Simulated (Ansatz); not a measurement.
A search over several starts for the lowest SCF solution of Li5Al2⁺ at the given spin, in a small basis.

```yaml
crystal:
  periodic: [false, false, false]
  atoms:
    - {symbol: Al, position_ang: [-0.474604, -0.603931, 0.010417]}
    - {symbol: Al, position_ang: [0.617577, -0.002491, 2.293280]}
    - {symbol: Li, position_ang: [-1.609670, 1.250117, 1.534843]}
    - {symbol: Li, position_ang: [-1.991806, 0.676247, -1.756738]}
    - {symbol: Li, position_ang: [0.426212, -1.235123, -2.409207]}
    - {symbol: Li, position_ang: [1.094518, 1.471006, -0.249226]}
    - {symbol: Li, position_ang: [1.937773, -1.555826, 0.576631]}
basis:
  gaussian: {orbitals: def2-SVP}
total_charge: 1
hamiltonian: {xc: pbe0, dispersion: d4}
output: {orbitals: {seedname: orbitals}}
```

```sh
$ ansatz run in.yaml --threads 4 --pin off --events-out ev --progress --plain --max-ram 3916MiB
```

Shortened log:

```
Functional definition: PBE0
961 factors; integrals over basis functions are off by at most 5.8e-4 eV
mean field evaluation 1: about -14189.9610 eV, gradient 4.0e1 eV
mean field evaluation 2: about -14170.7955 eV, gradient 5.8e1 eV
mean field evaluation 4: about -14196.9143 eV, gradient 1.7e1 eV
mean field evaluation 8: about -14198.8183 eV, gradient 3.1e-1 eV
mean field evaluation 16: about -14198.8195 eV, gradient 3.0e-4 eV
mean field -14198.81946223 eV, -521.7969909313 hartree, gradient 4.8e-5 eV, S^2 0.000000; 0 other end points of the search recorded, 0 dependent functions left out
reference -14198.81950548 eV, -521.7969925208 hartree; 20, 20 occupied and 61, 61 virtual orbitals, 961 factors
Total energy: -14198.96043021 eV, -521.8021714091 hartree
```

Run time 1 s (4 threads of Intel Xeon Platinum 8488C on a shared host).

The restricted singlet is unstable towards broken spin symmetry in Hartree–Fock (as tested in another run); at PBE0-D4/def2-SVP this wasn't settled. The structure comes from a short search, and lower isomers may exist.
